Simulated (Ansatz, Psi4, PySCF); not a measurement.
AlCl₃, triplet, at a GFN2-xTB geometry (such geometries of metal compounds can be far from the true shape) (a higher spin typed on purpose: for a closed-shell molecule this is an excited state). Base run: HF/6-31G* (PySCF).

The PySCF input:
```python
from pyscf import gto, scf

mol = gto.Mole()
mol.atom = '''
    Al    0.423319    0.428323   -0.041893
    Cl   -1.240930   -1.004886    0.019170
    Cl   -0.327072    2.132425   -0.985917
    Cl    1.244287   -1.455080    0.998783
'''
mol.basis = '6-31g*'
mol.charge = 0
mol.spin = 2
mol.verbose = 4
mol.build()

mf = scf.UHF(mol)
mf.kernel()
```

The same geometry, method and basis name were run in Ansatz (a program for electronic structure) and Psi4 and PySCF, at each program's defaults and at the settings that a row names. The base is PySCF at its defaults. Differences at the defaults can come from grids, fitting, cores and function types together.

```
code and settings                                                           ΔE vs base (mEh)  basis functions       E (Eh)  SCF cycles  dipole (D)
--------------------------------------------------------------------------  ----------------  ---------------  -----------  ----------  ----------
PySCF, defaults (exact integrals, spherical functions)                                 0.000               72  -1620.38861          16        3.12
Psi4, defaults (density fitting with its default set, Cartesian functions)            -4.752               76  -1620.39336          14        3.12
Ansatz, defaults (factorised integrals, Cartesian functions)                          -5.115               76  -1620.39372           -           -
PySCF, density fitting with def2-universal-jkfit                                       0.127               72  -1620.38848          16        3.12
Psi4, exact integrals, spherical functions                                             0.000               72  -1620.38861          19        3.12
Ansatz, high accuracy, Cartesian functions as the basis file defines them             -5.134               76  -1620.39374           -           -
```

Open shells are given as the SCF converged; they aren't shown to be the lowest states, and a large step between rows can be another state.
